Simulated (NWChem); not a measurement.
# dimethyl diselenide (C$_{2}$H$_{6}$Se$_{2}$); SMILES [Se]([Se]C)C

```xyz
10

C     -1.8515    -0.9145    -1.0905
Se    -1.1381     0.2974     0.3100
Se     1.1381    -0.2974     0.3100
C      1.8515     0.9145    -1.0905
H     -2.9333    -0.7519    -1.1055
H     -1.6351    -1.9503    -0.8285
H     -1.4276    -0.6642    -2.0635
H      2.9333     0.7519    -1.1055
H      1.6351     1.9503    -0.8285
H      1.4276     0.6642    -2.0635
```
Atoms are numbered in this order, from 1.

All runs: NWChem. Geometry: optimised at B3LYP/6-31G* (spherical d). Hybrids' shares of exact exchange are those that their runs print; pure functionals count as 0. The functionals differ in more than this share.

```csv
row,share of exact exchange,orbital gap (eV)
PBE/def2-TZVP,0.00,3.34
"LDA (Slater exchange, VWN5)/def2-TZVP",0.00,3.23
B3LYP/def2-TZVP,0.20,4.87
MPW1K/def2-TZVP,0.43,withheld
Hartree-Fock/def2-TZVP,1.00,11.30
```

Fit a straight line of the last column on the one before it, predict the withheld value, and compare with the run.


1. Means of the 4 shown rows: x = 0.300, y = 5.685. Slope Σ(x − x̄)(y − ȳ)/Σ(x − x̄)² = 5.452/0.6800 = 8.018; intercept 3.280.
2. The shown rows scatter about the line by 0.040 (root mean square); the largest residual is +0.06, at PBE/def2-TZVP.
3. At x = 0.43 (MPW1K/def2-TZVP; inside the shown range) the line gives 6.73.
4. The run gives 6.78, +0.05 from the line, 1.3 times the scatter.
